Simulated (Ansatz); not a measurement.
Cl2F2H3NSi2 (`F[SiH](F)N[SiH](Cl)Cl`) at its PBE0-D4/def2-TZVP geometry, where that method's forces vanish. Total charge 0; spin multiplicity 1.

```xyz
10

F    -2.5285   -1.0490   -0.6367
Si   -1.4508   -0.4306    0.3488
F    -2.0718    0.8916    0.9584
N    -0.0872   -0.0877   -0.6206
Si    1.4432    0.5282   -0.1853
Cl    2.9278   -0.7291   -0.8035
Cl    1.4457    0.6743    1.8487
H    -1.2042   -1.3577    1.4574
H    -0.2175   -0.2886   -1.6047
H     1.7432    1.8485   -0.7625
```

(1) What forces (eV/Å) does B3LYP-D4/def2-TZVPP give on these atoms in the Gaussian-basis code of Ansatz? (Estimate.)

## Answers

(1) Ansatz gave: 
```
F1  -0.157 -0.094 -0.128
Si2  0.082 -0.204  0.153
F3  -0.078  0.183  0.092
N4  -0.007 -0.009 -0.070
Si5  0.020  0.258 -0.175
Cl6  0.170 -0.142 -0.078
Cl7  0.014  0.033  0.238
H8  -0.017  0.063 -0.078
H9   0.002  0.001  0.007
H10 -0.028 -0.089  0.039
```

B3LYP here is the variant with VWN-RPA as its local correlation; programs differ in this.
